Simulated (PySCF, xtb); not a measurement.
C2H6BFN2, SMILES C/N=C/B(N)F.

xtb with GFN2-xTB at its own geometry gives an orbital gap of 2.89 eV and a dipole moment of 1.75 D.

The structure is a stationary point at B3LYP-D3(BJ)/def2-SVP. The structure was generated by enumeration; whether it is a known compound was not checked. One conformer was computed; it need not be the lowest.

**Question.** What does r2SCAN/def2-TZVP in PySCF give? (Estimate from the structure and the level; the computed values follow.)

**Answer.** gap 4.10 eV (levels -6.10 and -2.00 eV), dipole 1.36 D.
